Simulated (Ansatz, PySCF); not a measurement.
HNaO, SMILES [OH][Na]. Atoms are numbered in the order given.

```xyz
3

Na     0.0506     0.9678     0.0000
O     -0.1164    -0.9722     0.0000
H     -0.1987    -1.9214     0.0000
```
Charge 0, spin multiplicity 1.

Geometry: ωB97X-D3(BJ)/def2-TZVPD. The isomer is the one that the SMILES or the coordinates give; other isomers of the formula were not compared.

Two levels are set side by side: PBE-D3(BJ)/def2-TZVPD (Ansatz, a quantum-chemistry and plane-wave program) and ωB97X-D3(BJ)/def2-TZVPD (PySCF). Each level has its own optimised geometry; the coordinates shown are those of the second. Differences are taken from unrounded values.

```
quantity              ωB97X-D3(BJ)  PBE-D3(BJ)  PBE-D3(BJ) minus ωB97X-D3(BJ)
--------------------  ------------  ----------  -----------------------------
mean bond length (Å)         1.450       1.457                          0.008
bond Na1–O2 (Å)              1.947       1.952                          0.005
bond O2–H3 (Å)               0.953       0.963                          0.010
```

GGA bonds tend to be longer and softer than those of functionals with exact exchange. Differences between two approximate levels are no errors against the true value.
